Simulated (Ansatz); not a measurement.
Reactions of C3H6FNO (`C=NC(F)OC`).

Computed with Ansatz on PBE0-D4/def2-TZVP structures; ΔE is electronic, products minus reactants. CBS: MP2 limit from def2 TZ/QZ plus the TZ coupled-cluster correction, frozen cores. This one scheme is used for every species, atoms too. DFT in def2-TZVPP. No spin–orbit coupling; open shells (•) take unrestricted orbitals. Spin–orbit coupling would lower the free atoms: a little for C, F, O. One conformer a species, not always the lowest.

| reaction | CCSD/CBS(def2) (eV) | PBE-D4 (eV) |
| --- | --- | --- |
| `C=NC(F)OC` → `CN1COC1F` | 0.14 | 0.05 |
| `C=NC(F)OC` → `CC(F)OC=N` | -0.87 | -0.92 |
| `C=NC(F)OC` → `CC(N)(F)C=O` | -0.95 | -0.96 |
| `C=NC(F)OC` + H₂ → `C=NCF` + CH₃OH | -0.62 | -0.55 |
| `C=NC(F)OC` + H₂ → `COCF` + `C=N` | -0.54 | -0.43 |
| `C=NC(F)OC` + `N[SiH3]` → `C=NC(F)N[SiH3]` + CH₃OH | -0.03 | -0.05 |
| `C=NC(F)OC` → 3 C• + F• + 6 H• + N• + O• | 48.19 | 50.87 |
| `C=NC(F)OC` → `NC/C(O)=C\F` | -0.23 | -0.36 |
| `C=NC(F)OC` + CH₃OH → `COC(F)OC` + `C=N` | -0.07 | -0.06 |

**Question.** Give the CCSD(T)/CBS values in the same order. (Best estimate.)

**Answer.** Ansatz gave: 0.14, -0.88, -0.96, -0.57, -0.49, -0.04, 49.09, -0.25, -0.07 eV.

Largest T1 diagnostic: 0.013, for `CC(N)(F)C=O`.
